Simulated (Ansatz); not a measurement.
A series at Ga: from `[Br][Ga]([Br])[Br]`, ligands are replaced one by one, each step taking up HCl and setting free HBr; n counts the steps. Ansatz, PBE0-D4/def2-TZVP geometries.

CBS adds triple-zeta CCSD(T) − MP2 to the MP2 limit, frozen cores; atoms without spin–orbit coupling. Outer-core shells of Br, Ga are correlated without core-valence functions. Scalar relativity is left out up to krypton. Spin–orbit coupling is left out.

```json
{"n": "0", "molecule": "`[Br][Ga]([Br])[Br]`", "atomization energy, CCSD(T)/CBS (kJ/mol)": "?"}
{"n": "1", "molecule": "`[Cl][Ga]([Br])[Br]`", "atomization energy, CCSD(T)/CBS (kJ/mol)": "1030.8"}
{"n": "2", "molecule": "`[Cl][Ga]([Cl])[Br]`", "atomization energy, CCSD(T)/CBS (kJ/mol)": "1068.4"}
{"n": "3", "molecule": "`[Cl][Ga]([Cl])[Cl]`", "atomization energy, CCSD(T)/CBS (kJ/mol)": "1106.0"}
```

Question: By hand: fit a straight line y = ȳ + b (n − n̄) to the 3 given rows and predict n = 0.

Answer: n̄ = 2.000, ȳ = 1068.40; Σ(n − n̄)(y − ȳ) = 75.20, Σ(n − n̄)² = 2.000, so b = 37.60 kJ/mol a step. Prediction: 1068.40 + (37.60) × (-2.000) = 993.2 kJ/mol.

Question: By hand: compare with the computed value, 993.3 kJ/mol, and give the steps along the whole series.

Answer: The line misses by 0.1 kJ/mol (computed minus predicted). Steps: 37.5, 37.6, 37.6 kJ/mol.

The steps differ by at most 0.1 kJ/mol, 0.3 % of a mean step, so the ligands' effects nearly add and a line is close. The miss is 0.1 % of the series' range. The energies themselves are unsure by some kJ/mol a bond, though much of that is common to the series.
